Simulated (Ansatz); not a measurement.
AlBH4OSe, SMILES `[OH][AlH][BH][SeH]`. Charge 0, multiplicity 1. The geometry is a stationary point of PBE0-D4/def2-TZVP. It is one conformer, not always the lowest.

```xyz
8

O    -1.407   -0.478    0.833
Al   -0.708    0.791   -0.069
B     1.254    0.317   -0.691
Se    1.941   -1.378   -0.183
H    -2.291   -0.439    1.196
H    -1.586    2.095   -0.311
H     2.034    0.956   -1.331
H     0.762   -1.864    0.557
```

Q: What is the dipole moment at PBE/def2-TZVPP? (Estimate.)

A: Computed: 1.06 D, with components (-0.92, -0.17, 0.48) D in this frame, pointing from negative to positive charge.

Q: And with r2SCAN, B3LYP, ωB97M-V? (Estimate.)

A: The calculation gave: r2SCAN 1.15 D, B3LYP 1.11 D, ωB97M-V 1.20 D.

Q: Give the Mulliken charges with PBE, r2SCAN, ωB97M-V in def2-TZVPP. (Estimate.)

A: Computed: 
| atom | PBE | r2SCAN | ωB97M-V |
| --- | --- | --- | --- |
| O1 | -0.38 | -0.45 | -0.41 |
| Al2 | 0.36 | 0.49 | 0.44 |
| B3 | -0.17 | -0.19 | -0.25 |
| Se4 | 0.03 | 0.03 | -0.01 |
| H5 | 0.17 | 0.19 | 0.16 |
| H6 | -0.13 | -0.16 | -0.12 |
| H7 | 0.05 | 0.03 | 0.11 |
| H8 | 0.07 | 0.07 | 0.09 |

B3LYP here is the variant with VWN-RPA as its local correlation; programs differ in this.
